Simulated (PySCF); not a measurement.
Sn(Cl)(NMe2) (C2H6ClNSn), SMILES C[N](C)[Sn][Cl] (connectivity only; charge and spin as stated), neutral, multiplicity 1.

Coordinates come from a B3LYP-D3(BJ)/def2-SVP optimisation. The def2 effective core potentials stand for the cores of Sn; spin–orbit coupling is left out. One conformer was computed; it need not be the lowest.

Two levels are set side by side: TDDFT-PBE/def2-SVPD (PySCF) and TDDFT-LC-ωPBE/def2-SVPD (PySCF). Vertical, same geometry. The lowest singlet is HOMO→LUMO 97 % with PBE and HOMO→LUMO 96 % with the other functional; states are paired by order. Differences are taken from unrounded values.

```json
[
 {"quantity": "lowest singlet excitation (eV)", "TDDFT-LC-ωPBE": "4.32"},
 {"quantity": "lowest triplet excitation (TDA) (eV)", "TDDFT-LC-ωPBE": "2.99"},
 {"quantity": "first bright state (f over 0.05) (eV)", "TDDFT-LC-ωPBE": "4.32"},
 {"quantity": "its oscillator strength", "TDDFT-LC-ωPBE": "0.11"}
]
```

What does TDDFT-PBE give, and how far is it from TDDFT-LC-ωPBE? (The exact figures need the calculation; the answer reports its results.)


```
quantity                               TDDFT-PBE  TDDFT-PBE minus TDDFT-LC-ωPBE
-------------------------------------  ---------  -----------------------------
lowest singlet excitation (eV)              3.55                          -0.78
lowest triplet excitation (TDA) (eV)        2.24                          -0.75
first bright state (f over 0.05) (eV)       3.55                          -0.78
its oscillator strength                     0.12                           0.01
```

A lower first singlet is the usual sign of a functional without exact exchange. Differences between two approximate levels are no errors against the true value.

Rough cost on one machine, each run with all the roots and properties that it gave: TDDFT-LC-ωPBE against TDDFT-PBE about 4 times.
